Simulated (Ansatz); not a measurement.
Calculated with Ansatz (gas phase, PBE0-D4/def2-TZVP geometries, no zero-point term in ΔE). CBS: MP2 limit from def2 TZ/QZ plus the TZ coupled-cluster correction, frozen cores. This one scheme is used for every species. Functionals use def2-TZVPP. Triplets are unrestricted, without spin–orbit coupling. def2 core potentials past Kr. For In outer-core shells are correlated without core-valence functions, which leaves a few kJ/mol of doubt a bond. One conformer a species, not always the lowest.

Reaction (formal loss of a carbene): `C[CH2][In]([NH2])[NH2]` → `[CH2]` (triplet) + `[CH3][In]([NH2])[NH2]`

```json
{"level": "revPBE-D4", "ΔE (eV)": "4.30"}
{"level": "r2SCANh-D4", "ΔE (eV)": "4.09"}
```

(1) What does CCSD(T)/CBS give? (Estimate.)

Largest T1 diagnostic among the species: 0.013.

Results:

(1) Ansatz gave: +4.37 eV. The listed levels differ from it by -0.07, -0.28 eV.

From r2SCAN to r2SCAN0 (25 % exact exchange), in def2-TZVPP and without D4, ΔE moves by −0.05 eV. Leaving LDA and LC-ωPBE aside and taking each functional with its dispersion term where it has one, the values, not all of them listed here, spread over 0.39 eV, from r2SCAN0-D4 to ωB97X-V. LDA lies +0.74 eV from PBE without D4.

CCSD(T)/CBS has its own doubt, a few kJ/mol and more with outer-core shells, so smaller differences from it don't rank the levels.
